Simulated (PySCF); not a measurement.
[TmCl3(H2O)]− at several levels of theory

Computed with PySCF 2.14.0 (density fitting, no spin-orbit coupling) at the geometry relaxed with PBE0:

```xyz
7
[TmCl3(H2O)]− (singlet in the valence; each metal's 4f electrons, 13 of them, lie in its core potential, out of spins and levels)
Tm   -0.0071   -0.3163   -0.3123
Cl    0.5752    1.9883    0.9736
Cl   -2.4691   -1.1246    0.4477
Cl    1.7675   -1.8274   -1.5822
O    -1.6556    1.4408   -1.1377
H    -1.2542    2.0248   -0.4616
H    -2.3306    0.9264   -0.6494
```

| level | basis | state | HOMO (eV) | gap (eV) | charge on Tm1 (e) | population of f-type functions on Tm1 (polarisation alone where 4f lies in the core) | dipole about the centre of mass (D) | largest force component (eV/Å) |
| --- | --- | --- | --- | --- | --- | --- | --- | --- |
| PBE0 | Tm lcecp-0-SVP with ECP59, Cl def2-SVP, O def2-SVP, H def2-SVP | singlet | – | – | 0.44 | 0.01 | 1.09 | 0.01 |
| revPBE | the same | singlet | – | – | 0.30 | 0.01 | 1.12 | 0.82 |
| PBE0 | Tm lcecp-0-TZVP with ECP59, Cl def2-TZVP, O def2-TZVP, H def2-TZVP | singlet | – | – | 1.05 | 0.02 | 0.91 | 0.25 |

In the lcecp rows the 4f levels are missing from HOMO and gap, and the state counts the valence alone.

Charges are Mulliken's, which hang on the basis. The relaxation used the grid (50, 194), these runs (75, 302) or, all-electron (x2c bases, spin-free X2C Hamiltonian), (99, 590).

What does M06-L with Tm lcecp-0-SVP with ECP59, Cl def2-SVP, O def2-SVP, H def2-SVP give here?

state singlet, charge on Tm1 (e) 0.62, population of f-type functions on Tm1 (polarisation alone where 4f lies in the core) 0.01, dipole about the centre of mass (D) 1.06, largest force component (eV/Å) 0.08. Time: 8.5 s on 2 threads of Arm Neoverse V1, with other jobs on the host, from an already converged density.

An lcecp potential fixes the number of 4f electrons, so in runs with it no electron can move into or out of that shell.
